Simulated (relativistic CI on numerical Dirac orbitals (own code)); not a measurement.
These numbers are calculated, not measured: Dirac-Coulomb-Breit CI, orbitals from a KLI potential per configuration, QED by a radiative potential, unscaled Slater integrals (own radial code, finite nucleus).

The strongest absorption lines from the ground level of an ion, among the configurations computed and to levels below about 824 eV (vacuum wavelength in Å, gf): 27.720 (0.72), 28.021 (0.74), 28.097 (1.2), 30.125 (0.046), 34.012 (0.21), 43.200 (0.7), 43.735 (0.35), 48.269 (0.02).

Task: Which ion is it?
A. Sm45+
B. Dy49+
C. W57+
D. Yb53+

Result: B. Dy49+ has 17 electrons and the ground level 3s²3p⁵ ²P°3/2; the strongest line goes to 3s²3p⁴3d ²D5/2. The pattern of lines fixes the number of electrons, and along that sequence the line energies rise steadily with the charge (about as its square where n changes within one kind of shell, about linearly where n is kept but much faster in heavy ions where fine structure, which grows about as Z⁴, sets the gap, and irregularly where shells cross), which fixes Z. Configurations outside the model, such as inner-shell arrays, can give stronger lines. At this charge energies of transitions that change n are usually good to better than 1 %, and those within a shell (Δn = 0) to a few per cent.

LS names give the leading component of a level, which can be under half, so a name can repeat, a term be missing and a line seem to break the LS rules.
